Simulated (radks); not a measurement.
The nuclear charge of the boron ion B+ is varied continuously with 4 electrons held in [He] 2s2. All-electron calculation, scalar-relativistic Kohn-Sham, PBE, spin-polarised, spherical densities, finite nucleus; Fermi nuclear charge, rms radius 2.406 fm. Program: a radial shooting solver on a logarithmic mesh with Libxc functionals. By the Hellmann-Feynman theorem dE/dZ = E(electron-nucleus)/Z, the electronic potential at the nucleus (averaged over a nucleus of fixed radius). The scalar-relativistic energy here is not variational (the density holds large components alone), so the two differ by a part that grows with Z.

| Z | E (hartree) | E(electron-nucleus)/Z (hartree) | HOMO | e(HOMO) (eV) | <r> HOMO (bohr) |
|---|---|---|---|---|---|
| 4 | -14.63287 | -8.41259 | 2s | -5.610 | 2.603 |
| 4.2 | -16.36568 | -8.91515 | 2s | -7.823 | 2.378 |
| 4.4 | -18.19896 | -9.41733 | 2s | -10.322 | 2.191 |
| 4.6 | -20.13266 | -9.91925 | 2s | -13.105 | 2.033 |
| 4.8 | -22.16673 | -10.4210 | 2s | -16.168 | 1.897 |
| 5 | -24.30114 | -10.9226 | 2s | -19.511 | 1.779 |
| 5.2 | -26.53587 | -11.4242 | 2s | -23.132 | 1.676 |
| 5.4 | -28.87092 | -11.9257 | 2s | -27.030 | 1.584 |
| 5.6 | -31.30629 | -12.4272 | 2s | -31.204 | 1.502 |
| 5.8 | -33.84196 | -12.9287 | 2s | -35.654 | 1.428 |
| 6 | -36.47795 | -13.4303 | 2s | -40.379 | 1.361 |

The central difference of E at Z = 5 is -10.923 hartree, to compare with the third column; the second derivative is -2.51 hartree.
